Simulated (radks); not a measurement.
Effect of the nuclear size on the sulfur ion S3+, [Ne] 3s2 3p1. All-electron calculation, Dirac Kohn-Sham, PBE, spin-unpolarised, spherical densities, finite nucleus; open shells are shared between the two j in proportion to 2j + 1; Fermi nuclear charge, rms radius 3.2611 fm. Program: a radial shooting solver on a logarithmic mesh with Libxc functionals. The rms radius is varied about that value; shifts are against it.

rms radius (fm)	total energy shift (eV)	density at nucleus (e/bohr^3)	1s1/2 shift (meV)	2s1/2 shift (meV)
2.9122	-0.00207	2959	-0.863	-0.060
3.1404	-0.000741	2956	-0.309	-0.022
3.2611	0	2954	0.000	0.000
3.5546	0.00192	2949	0.800	0.056
4.0568	0.00557	2943	2.33	0.162

Slopes of the eigenvalues against <r^2> in GHz/fm^2, as finite differences over the two radii next to the reference (eigenvalue slopes, not the field-shift constants of lines): 1s1/2 96.7, 2s1/2 6.73.
